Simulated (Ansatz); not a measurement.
Reaction: HSeF (SMILES [SeH]F) + H+ → H2SeF+ (SMILES F[SeH2+])
Each species at its own B3LYP-D3(BJ)/def2-TZVP minimum (Ansatz, an electronic-structure program).

Total energies in hartree (Ansatz). Open shells are spin-unrestricted; no spin-orbit coupling. Correlated methods leave the cores frozen (noble-gas shells, and filled d and f shells in the p block). No relativity.

```csv
species,HF/cc-pVTZ,CCSD(T)/cc-pVTZ,HF/cc-pVQZ,CCSD(T)/cc-pVQZ,CCSDT(Q)/cc-pVTZ
1: HSeF (SMILES F[SeH]),-2499.91167,-2500.35448,-2499.92617,-2500.40724,-2500.35580
2: H2SeF+ (SMILES F[SeH2+]),-2500.17979,-2500.62611,-2500.19426,-2500.67621,-2500.62744
```

Work out the proton affinity (electronic), positive where energy is released in kcal/mol: take Hartree-Fock from cc-pVQZ, extrapolate the CCSD(T) correlation energy as X^-3 (X = 3, 4), and add CCSDT(Q) - CCSD(T) in cc-pVTZ. 1 hartree = 627.51 kcal/mol.


Species 1: correlation (64·(-0.48107) - 27·(-0.44281))/37 = -0.50899; step -0.00132; E1 = -2499.92617 + (-0.50899) + (-0.00132) = -2500.43648
H+ has no electrons: E = 0
Species 2: correlation (64·(-0.48195) - 27·(-0.44632))/37 = -0.50795; step -0.00133; E2 = -2500.19426 + (-0.50795) + (-0.00133) = -2500.70354
+1·E1 -1·E2 = 0.26706 hartree = 167.6 kcal/mol.
